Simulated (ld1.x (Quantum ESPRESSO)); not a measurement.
zirconium: one change to a TM potential, before and after

```
Element                 : zirconium
Generator               : ld1.x (Quantum ESPRESSO) 7.5
Type                    : norm-conserving Troullier–Martins (Kleinman–Bylander form)
Functional              : LDA (PZ)
Relativity              : scalar-relativistic
Frozen core             : [Ar] 3d10 4s2
Valence charge          : 10
Reference configuration : 4p6 4d2 5s1.5 5p0 (charge +0.5)
Partial waves           : 4p (bound): rc 2.20 bohr; 4d (bound): rc 2.05 bohr; 5s (bound): rc 3.05 bohr
Local potential         : the s channel
Core correction         : none
```

All-electron outer shells of the reference configuration (LDA (PZ), scalar-relativistic, ld1.x):

```csv
shell,level (eV),outermost node (bohr),outermost maximum (bohr)
4s,-57.74,0.55,1.08
4p,-35.72,0.56,1.17
5s,-7.32,1.46,3.04
4d,-6.83,0.58,1.61
5p,-3.90,1.69,3.85
```

Change: core [Kr], valence charge 4; reference 4d1 5s0 5p0; waves now 5p (bound): rc 2.40 bohr; 4d (bound): rc 1.95 bohr; 5s (bound): rc 2.85 bohr; core correction Bessel-smoothed model core inside 1.40 bohr.

Cutoffs: the cutoffs (Ry, on a coarse ladder) from which the occupation-weighted sum of valence levels, in a spherical-Bessel basis at the reference potential, stays within 10 and 1 mRy of its value at 400 Ry; they do not see the model core or the augmentation charge, which bear on the density cutoff. Errors are all-electron minus pseudo energies relative to the spin-unpolarised reference configuration.

What does the change do?

The potential gets neither clearly harder nor softer (30 Ry and 40 Ry → 30 Ry and 35 Ry); a bound ghost appears in p, which as a rule spoils a file. Several settings change at once here, so the effects cannot be laid on one of them.

| quantity | base | changed |
| --- | --- | --- |
| cutoff, loose | 30 Ry | 30 Ry |
| cutoff, tight | 40 Ry | 35 Ry |
| bound ghosts | none | p |
| largest error over its own tests, meV | -849 | -401 |

Base: These tests converged, but a pseudo level misses the all-electron one widely, so the file describes the atom poorly there or has found another state: 4p6 4d0 5s0 5p0: empty 5p by 3.2 eV. A true bound ghost makes a file unfit for plane-wave use even where its test errors are small: the radial tests pick states by their node count and pass the ghost by.
